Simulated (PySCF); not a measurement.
SrF₂, SMILES [F][Sr][F]. Heavy atoms are numbered as in [Sr:1]([F:2])[F:3].

Geometry: B3LYP-D3(BJ)/def2-TZVP. The isomer is the one that the SMILES or the coordinates give; other isomers of the formula were not compared. The def2 effective core potentials stand for the cores of Sr; spin–orbit coupling is left out.

Level of theory: HF/def2-TZVPD run with PySCF.

Mulliken values depend strongly on the basis, most of all with diffuse functions as here. ESP charges are fitted to the potential on shells at 1.4 to 2.0 van der Waals radii. Atomic charges (e), one atom of each kind:

```
atom  Mulliken  ESP fit
----  --------  -------
Sr1       1.88     1.53
F2       -0.94    -0.76
```
